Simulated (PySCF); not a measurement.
## From a computed spectrum to the compound

A species of 3 atoms with charge 1 has these harmonic modes (PBE0, small Gaussian bases with core potentials, PySCF 2.14.0):

| cm⁻¹ | km/mol | symmetry |
| --- | --- | --- |
| 203 | 3.5 | a' |
| 555 | 24.1 | a' |
| 725 | 93.3 | a' |

Task: Which species is it, and in which structure?

Result: [HfSF]+ (singlet):
```xyz
3

Hf   -0.1233    0.0000   -0.2730
S     1.6216    0.0000    0.9977
F    -1.5614    0.0000    0.9069
```
Ideal gas at 298.15 K and 1 bar: S = 296.3 J/(mol K), Cp = 48.9 J/(mol K), H − H(0 K) = 12.1 kJ/mol (rigid rotor, harmonic modes, spin degeneracy alone). 
 The answer isn't unique; the calculation gave this one.
